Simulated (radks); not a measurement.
All-electron atom: K6+ in [Ne] 3s2 3p1.

Method: non-relativistic Kohn-Sham, PBE, spin-polarised, spherical densities, point nucleus; open shells are filled with parallel spins first; computed with a radial shooting solver on a logarithmic mesh with Libxc functionals.

Energy parts (eV):
total: -15994.912
kinetic: 15982.305
electron-nucleus: -36522.360
Hartree: 5364.314
exchange-correlation: -819.172

Orbitals (lengths in bohr, moments of r in powers of bohr):
[
 {"orbital": "1s up", "occ.": "1", "eigenvalue (eV)": "-3621.658", "<1/r>": "18.54"},
 {"orbital": "1s down", "occ.": "1", "eigenvalue (eV)": "-3621.298", "<1/r>": "18.54"},
 {"orbital": "2s up", "occ.": "1", "eigenvalue (eV)": "-460.9032", "<1/r>": "3.787"},
 {"orbital": "2s down", "occ.": "1", "eigenvalue (eV)": "-460.5498", "<1/r>": "3.787"},
 {"orbital": "2p up", "occ.": "3", "eigenvalue (eV)": "-391.1813", "<1/r>": "3.713"},
 {"orbital": "2p down", "occ.": "3", "eigenvalue (eV)": "-390.6963", "<1/r>": "3.713"},
 {"orbital": "3s up", "occ.": "1", "eigenvalue (eV)": "-126.9578", "<1/r>": "1.260"},
 {"orbital": "3s down", "occ.": "1", "eigenvalue (eV)": "-124.5095", "<1/r>": "1.259"},
 {"orbital": "3p up", "occ.": "1", "eigenvalue (eV)": "-108.5401", "<1/r>": "1.183"},
 {"orbital": "3p down", "occ.": "0", "eigenvalue (eV)": "-106.1634", "<1/r>": "1.181"},
 {"orbital": "3d up", "occ.": "0", "eigenvalue (eV)": "-81.2918", "<1/r>": "1.012"},
 {"orbital": "3d down", "occ.": "0", "eigenvalue (eV)": "-79.1856", "<1/r>": "1.011"},
 {"orbital": "4s up", "occ.": "0", "eigenvalue (eV)": "-55.4031", "<1/r>": "0.6023"},
 {"orbital": "4s down", "occ.": "0", "eigenvalue (eV)": "-54.4478", "<1/r>": "0.5998"}
]

The highest occupied level is 3p up at -108.54 eV. For comparison, the ionisation energy in NIST's Atomic Spectra Database is 117.6 eV (measured). In exact Kohn-Sham theory the highest level is minus the ionisation energy, but local and semilocal functionals leave it too shallow, through self-interaction and a potential that decays too fast; potentials with the right tail come closer. Spin moment in Bohr magnetons: 1. The electron density at the nucleus is 4564 e/bohr^3. The spin density at the nucleus is -0.2606 e/bohr^3 (1s -0.2665, 2s 0.0496, 3s -0.0437), a Fermi contact field of -13.7 T. Summed over all electrons, <r^2> = 5.639 bohr^2, which gives a Langevin (diamagnetic) susceptibility term of -4.47 x 10^-6 cm^3/mol. Virial ratio -V/T = 2.00079. The density falls to 0.001 e/bohr^3 at r = 2.41 bohr.
